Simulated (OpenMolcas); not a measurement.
## Pd2+: moving the ligands

Pd2+ with 4 ligands (chloride) in tetrahedral coordination (Td) at 2.4 Å. A charge of +0.5 e stands 2.6 Å behind each ligand. Ligand basis ANO-RCC-VDZP.
```
Pd    0.0000    0.0000    0.0000
Cl    1.3856    1.3856    1.3856
Cl    1.3856   -1.3856   -1.3856
Cl   -1.3856    1.3856   -1.3856
Cl   -1.3856   -1.3856    1.3856
```

```yaml
Program: OpenMolcas 26.06
Method: CASSCF
Basis: ANO-RCC-VDZP [6s5p3d1f]
Scalar_Hamiltonian: DKH2, point nucleus
Active_space: 8 electrons in 5 orbitals (4d)
State_averaging: 2S+1 = 3 even, 10 roots; 2S+1 = 1 even, 15 roots
Spin-orbit_coupling: state interaction with AMFI integrals over the reference wave functions
```

Runs around this geometry, states (labels of Td). Energies in cm-1 above the lowest state or level, χT in cm3 K/mol; under a threefold ground state the first gap can be a small split of the lowest multiplet, not the spin-orbit step; 10Dq and B are least-squares fits to the states below 45000 cm-1, weighted by degeneracy, with a free offset, and given where the rms deviation is under 5 % of |10Dq| (or 100 cm-1) and under 700 cm-1; 10Dq is negative for this site.

```
R (Å)  Ground state  First state of that spin   10Dq  B (rms of fit)  First gap with spin-orbit (degeneracies)  χT at 300 K  First state of another spin
  2.3           3T1                  3T2 5301  -6508       750 (280)                              675.6 (1, 3)        1.510                     1E 10194
  2.4           3T1                  3T2 4193  -5194       788 (218)                              654.5 (1, 3)        1.693                     1E 10958
 2.47           3T1                  3T2 3571  -4445       808 (208)                              627.1 (1, 3)        1.833                     1E 11352
```

Taking |10Dq| as R^-n, n = -ln(4445 / 6508) / ln(2.47 / 2.3) = 5.3 between the shortest and longest distance. The point-charge formula for a cubic d site gives n = 5.

An orbital triplet at a regular site is open to Jahn-Teller coupling, which can distort the site and quench the lowest spin-orbit gaps and is left out. Without dynamic correlation the repulsion within the d shell is too large (B by tens of per cent), so at a given field states of lower spin stand too high. Real 4d8 and 5d8 ions are as a rule square planar and diamagnetic. With metal d orbitals alone the field can be off either way by tens of per cent. Ligand-to-metal charge-transfer states are missing. With no ligand orbital active B as a rule stays too high, so bands that hang on it stand too high and its fall with covalency is understated. The least metal-like active orbital is 83 % on the metal (Löwdin) and no ligand orbital is active, so the numbers are rough (holds for R = 2.3). No measured value stands beside these numbers; the geometry was imposed, not optimised, and the real ion may take another.
